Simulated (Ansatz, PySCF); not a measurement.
ZnF2, SMILES [Zn]([F])[F].

Geometry optimised at B3LYP-D3(BJ)/def2-TZVP. The isomer is the one that the SMILES or the coordinates give; other isomers of the formula were not compared.

Vertical ionisation energy (IE) and electron affinity (EA) in eV. Rows of orbital energies are one-electron estimates. Where ΔSCF, EOM or ADC give a negative EA the extra electron is unbound and the value depends on the basis.

```json
[
 {"level": "−ε(HOMO), −ε(LUMO), M06-2X/def2-TZVPD (PySCF)", "IE": "12.73", "EA": "1.49"},
 {"level": "−ε(HOMO), −ε(LUMO), PBE/def2-TZVPD (PySCF)", "IE": "[?]", "EA": "[?]"},
 {"level": "ΔSCF, PBE0/def2-TZVPD (Ansatz), final states of multiplicity 2 and 2", "IE": "13.22", "EA": "0.22"},
 {"level": "ΔSCF, PBE/def2-TZVPD (Ansatz), final states of multiplicity 2 and 2", "IE": "12.69", "EA": "0.33"}
]
```

Question: Complete the blanks. (An estimate is asked for; the answer gives what the named calculation found.)

Answer: 
- −ε(HOMO), −ε(LUMO), PBE/def2-TZVPD (PySCF), IE: 8.65
- −ε(HOMO), −ε(LUMO), PBE/def2-TZVPD (PySCF), EA: 3.06

Question: What vertical singlet–triplet gap does ΔSCF give with PBE0/def2-TZVPD (Ansatz, a program for electronic structure) and with PBE/def2-TZVPD (Ansatz)? (Estimate from the structure and the level; the computed values follow.)

Answer: 6.37 and 5.68 eV (triplet above singlet where positive).
